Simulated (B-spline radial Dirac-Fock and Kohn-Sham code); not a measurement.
## Ionisation of each subshell: Pm⁺

System: promethium as Pm⁺ in the configuration [Xe] 4f6 (an excited configuration); nuclear rms radius 4.962 fm (A = 145).

Input of the calculation (task.json; shells as n, l, electrons):

```json
{"items": [{
  "Z": 61,
  "q": 1,
  "cfg": [[1, 0, 2], [2, 0, 2], [2, 1, 6], [3, 0, 2], [3, 1, 6], [3, 2, 10], [4, 0, 2], [4, 1, 6], [4, 2, 10], [4, 3, 6], [5, 0, 2], [5, 1, 6]],
  "A": 145,
  "rrms": 4.962,
  "do": ["binding"]
}]}
```

Command: `python xray_run.py task.json out`

Model: Dirac-Fock ΔSCF + Breit + QED. Program: a radial finite-basis atomic code. Electron correlation is not included. Energies are counted from the vacuum level.

All terms are in eV, carry their sign (relaxation lowers the binding energy) and add up to the binding energy; ⟨r⟩ is the mean radius of the orbital in the initial state.

```
  subshell  −ε (Koopmans)  relaxation    Gaunt  retardation     QED  binding energy  ⟨r⟩ (bohr)
    K (1s)        45446.7      -77.42  -132.90        11.36  -62.62         45185.1       0.023
   L1 (2s)         7500.5      -45.05   -13.31         0.86   -8.36          7434.7       0.098
L2 (2p1/2)         7084.4      -48.89   -23.32         2.59    0.39          7015.2       0.083
L3 (2p3/2)         6522.5      -47.04   -16.56         3.23   -0.54          6461.6       0.089
   M1 (3s)         1682.1      -24.79    -2.17         0.11   -1.83          1653.4       0.259
M2 (3p1/2)         1503.2      -25.45    -3.98         0.40    0.05          1474.3       0.249
M3 (3p3/2)         1387.8      -24.61    -2.65         0.55   -0.12          1360.9       0.262
M4 (3d3/2)         1081.1      -26.50    -1.49         0.11    0.15          1053.4       0.233
M5 (3d5/2)         1056.4      -26.17    -0.92         0.12    0.08          1029.5       0.237
   N1 (4s)          354.2      -11.29    -0.44         0.03   -0.42           342.1       0.594
N2 (4p1/2)          284.2      -10.89    -0.78         0.08    0.01           272.6       0.610
N3 (4p3/2)          258.9      -10.27    -0.49         0.11   -0.02           248.2       0.637
N4 (4d3/2)          142.3       -9.34    -0.18         0.01    0.03           132.9       0.687
N5 (4d5/2)          137.7       -9.10    -0.07         0.02    0.02           128.6       0.697
 N6,7 (4f)           8.48       -4.99     0.08        -0.01    0.01            3.56       1.148
   O1 (5s)          52.11       -1.96    -0.07         0.00   -0.06           50.02       1.497
O2 (5p1/2)          31.67       -1.55    -0.10         0.01    0.00           30.04       1.695
O3 (5p3/2)          28.40       -1.33    -0.06         0.01    0.00           27.02       1.792
```

For the deepest level, K (1s), the Breit terms make up -0.269 % of the binding energy, QED -0.139 % and orbital relaxation -0.171 %.

Spin-orbit splittings: 2p 553.6 eV, 3p 113.4 eV, 3d 23.87 eV, 4p 24.41 eV, 4d 4.25 eV, 5p 3.02 eV.
